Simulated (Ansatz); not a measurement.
All values below come from Ansatz (a program for electronic structure) with frozen-core CCSD(T)/def2-TZVPP // PBE0-D3(BJ)/def2-TZVP. The restricted HF reference is unstable towards unrestricted orbitals.

Ansatz 0.2 input:
```yaml
crystal:
  periodic: [false, false, false]
  atoms:
    - { symbol: C, position_ang: [1.863041, 0.597157, -0.026668] }
    - { symbol: Si, position_ang: [0.604311, -0.45913, -0.482867] }
    - { symbol: Ge, position_ang: [-1.612421, -0.16512, 0.278672] }
    - { symbol: H, position_ang: [1.688904, 1.442037, 0.630032] }
    - { symbol: H, position_ang: [2.884741, 0.474191, -0.368818] }
    - { symbol: H, position_ang: [0.884576, -1.603848, -1.384425] }
    - { symbol: H, position_ang: [-1.655369, 1.070351, 1.188534] }
    - { symbol: H, position_ang: [-2.084818, -1.395885, 1.069299] }
    - { symbol: H, position_ang: [-2.572967, 0.040246, -0.903761] }
basis:
  gaussian: { orbitals: def2-TZVPP }
correlation:
  method: ccsd_t
```

Output:

```
Functional definition: HF
1204 factors; integrals over basis functions are off by at most 8.6e-4 eV
mean field evaluation 1: about -65456.6159 eV, gradient 3.4e1 eV
mean field evaluation 2: about -65456.7458 eV, gradient 3.4e1 eV
mean field evaluation 4: about -65460.2535 eV, gradient 3.5e0 eV
mean field evaluation 8: about -65460.3319 eV, gradient 4.2e-1 eV
mean field evaluation 16: about -65460.3333 eV, gradient 1.6e-6 eV
mean field -65460.33333104 eV, -2405.6228793080 hartree, gradient 1.6e-6 eV, S^2 0.000000; 0 other end points of the search recorded, 0 dependent functions left out; unrestricted orbitals would lower it
15 core orbitals not correlated
reference -65460.33333104 eV, -2405.6228793080 hartree; 14, 14 occupied and 176, 176 virtual orbitals, 1204 factors
second order -15.10122138 eV of doubles, -0.00000000 eV of singles
cycle   1  -15.52202571 eV  change   -4.2e-1 eV  update   1.0e-1
cycle   2  -16.08233293 eV  change   -5.6e-1 eV  update   3.3e-2
cycle   3  -16.16002161 eV  change   -7.8e-2 eV  update   1.5e-2
cycle   4  -16.15483762 eV  change    5.2e-3 eV  update   4.3e-3
cycle   5  -16.15510888 eV  change   -2.7e-4 eV  update   1.5e-3
cycle   6  -16.15483406 eV  change    2.7e-4 eV  update   5.0e-4
cycle   7  -16.15494168 eV  change   -1.1e-4 eV  update   2.2e-4
cycle   8  -16.15501852 eV  change   -7.7e-5 eV  update   8.7e-5
cycle   9  -16.15501696 eV  change    1.6e-6 eV  update   2.7e-5
perturbative correction -0.68205053 eV, -0.0250648945 hartree
Total energy: -65477.17039852 eV, -2406.2416301255 hartree
```

Cost: roughly 2.4 core-minutes.
